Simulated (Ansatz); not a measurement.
Results of the Gaussian-basis code of Ansatz.

`Br[B]1O[CH2][InH]1` at its PBE0-D4/def2-TZVP geometry, where that method's forces vanish. The species carries charge 0 and has multiplicity 1. In takes the def2 core potential.

| atom | x (Å) | y (Å) | z (Å) |
| --- | --- | --- | --- |
| Br1 | 2.1043 | -0.2055 | 2.4896 |
| B2 | 0.9261 | -0.1112 | 0.9825 |
| O3 | -0.3388 | 0.3091 | 1.1236 |
| C4 | -1.0831 | 0.3147 | -0.1353 |
| In5 | 0.6962 | -0.4461 | -1.2569 |
| H6 | -1.9515 | -0.3349 | -0.0135 |
| H7 | -1.4270 | 1.3346 | -0.3160 |
| H8 | 1.0738 | -0.8607 | -2.8740 |

Q: For each bond, give half the difference of the two atoms' forces along it (eV/Å; positive pushes the atoms apart) under PBE-D4, r2SCAN-D4, B3LYP-D4, ωB97M-V in def2-TZVPP. (Estimate.)

A: The calculation gave: 
| bond | length (Å) | PBE-D4 | r2SCAN-D4 | B3LYP-D4 | ωB97M-V |
| --- | --- | --- | --- | --- | --- |
| Br1–B2 | 1.915 | -0.03 | 0.01 | 0.08 | 0.08 |
| B2–O3 | 1.340 | 0.44 | 0.15 | -0.09 | 0.00 |
| B2–In5 | 2.276 | 0.05 | 0.02 | 0.13 | -0.10 |
| O3–C4 | 1.462 | 0.24 | 0.32 | 0.32 | 0.29 |
| C4–In5 | 2.237 | 0.13 | 0.09 | 0.30 | -0.04 |
| C4–H6 | 1.091 | 0.06 | -0.08 | -0.19 | -0.10 |
| C4–H7 | 1.091 | 0.06 | -0.08 | -0.19 | -0.10 |
| In5–H8 | 1.712 | 0.02 | -0.04 | -0.07 | -0.05 |

B3LYP here is the variant with VWN-RPA as its local correlation; programs differ in this.
